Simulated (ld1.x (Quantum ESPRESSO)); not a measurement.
## Transferability test, TM potential for platinum (Pt)

platinum (Pt), norm-conserving Troullier–Martins (Kleinman–Bylander form), made with ld1.x (Quantum ESPRESSO) 7.5 (PBE, scalar-relativistic). Core [Xe] 4f14, reference 5d9 6s1 6p0. Waves: 6s (bound): rc 2.25 bohr; 6p (bound, empty): rc 3.95 bohr; 5d (bound): rc 2.10 bohr. Local part: all-electron potential smoothed inside 2.55 bohr (lloc = -2). Core correction: none.

Energies are relative to the spin-unpolarised reference configuration 5d9 6s1 6p0; without spin polarisation the order of configurations can differ from experiment.

```
valence configuration  charge  ΔE all-electron (eV)  error AE − PS (meV)
          5d9 6s0 6p0      +1                 9.194                 -0.7
          5d8 6s0 6p0      +2                29.160                  -14
          5d8 6s1 6p0      +1                11.167                  -33
          5d8 6s2 6p0       0                 1.005                  -47
        5d9 6s0.5 6p0    +0.5                 3.694                 -1.4
         5d10 6s0 6p0       0                -0.018                  -45
```

**Question.** What are ΔE and the potential's error for 5d7 6s0 6p0?

**Answer.** ΔE = 61.376 eV all-electron; the error (AE − PS) is -168 meV.

Levels in the configuration 5d7 6s0 6p0:

```csv
level,all-electron (eV),pseudo (eV)
5d,-38.765,-39.002
```
